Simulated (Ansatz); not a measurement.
```yaml
crystal:
  periodic: [false, false, false]
  atoms:
    - {symbol: Al, position_ang: [0.355208, 0.624085, 0.006114]}
    - {symbol: Cl, position_ang: [2.424977, 0.646089, 0.306128]}
    - {symbol: Cl, position_ang: [-0.670625, 2.424989, -0.274211]}
    - {symbol: N, position_ang: [-0.513734, -0.897740, -0.008918]}
    - {symbol: H, position_ang: [-1.513248, -0.991386, -0.148392]}
    - {symbol: H, position_ang: [-0.082579, -1.806048, 0.119279]}
basis:
  gaussian: {orbitals: "6-31++G**", final_grid: {core_spheres: 1, valence_spheres: 1, degree: 5}}
hamiltonian: {xc: {name: r2SCAN}}
scf: {omitted_lower_state_checks: [starts]}
output: {forces: true}
```

```sh
$ ansatz run in.yaml --threads 4 --pin off --events-out ev --progress --plain --max-ram 3916MiB
```

Output, abridged:

```
Functional definition: r2SCAN
1033 factors; their error is unknown
mean field evaluation 1: about -33155.5578 eV, gradient 7.0e1 eV
mean field evaluation 2: about -33118.8247 eV, gradient 1.2e2 eV
mean field evaluation 4: about -33165.4744 eV, gradient 8.3e0 eV
mean field evaluation 8: about -33142.4072 eV, gradient 5.5e1 eV
mean field evaluation 16: about -33147.3954 eV, gradient 5.8e-2 eV
mean field evaluation 32: about -33147.3800 eV, gradient 8.7e-3 eV
mean field -33147.37997330 eV, -1218.1437459176 hartree, gradient 8.7e-5 eV, S^2 0.000000; 0 other end points of the search recorded, 0 dependent functions left out
reference -33147.38003250 eV, -1218.1437480932 hartree; 28, 28 occupied and 72, 72 virtual orbitals, 1033 factors
Total energy: -33147.38003250 eV, -1218.1437480932 hartree
Atom 0 at     0.355208     0.624085     0.006114 Å, force    -2.360191    -4.211082    -0.032484 eV/Å
Atom 1 at     2.424977     0.646089     0.306128 Å, force    -1.524882    -0.302167    -0.201606 eV/Å
Atom 2 at    -0.670625     2.424989    -0.274211 Å, force     0.485906    -1.468308     0.176162 eV/Å
Atom 3 at    -0.513734    -0.897740    -0.008918 Å, force    -2.086315    -3.700630    -0.041529 eV/Å
Atom 4 at    -1.513248    -0.991386    -0.148392 Å, force     8.872820     1.358313     1.196029 eV/Å
Atom 5 at    -0.082579    -1.806048     0.119279 Å, force    -3.387339     8.323875    -1.096572 eV/Å
Dipole moment:    -0.309266    -0.541368    -0.005703 e Å
Checks for a lower state left out: starts
```

Question: Something in this input is off. What?

Answer: The integration grid is far too coarse. Self-consistency was reached. The result belongs to that input, not to the species as meant.
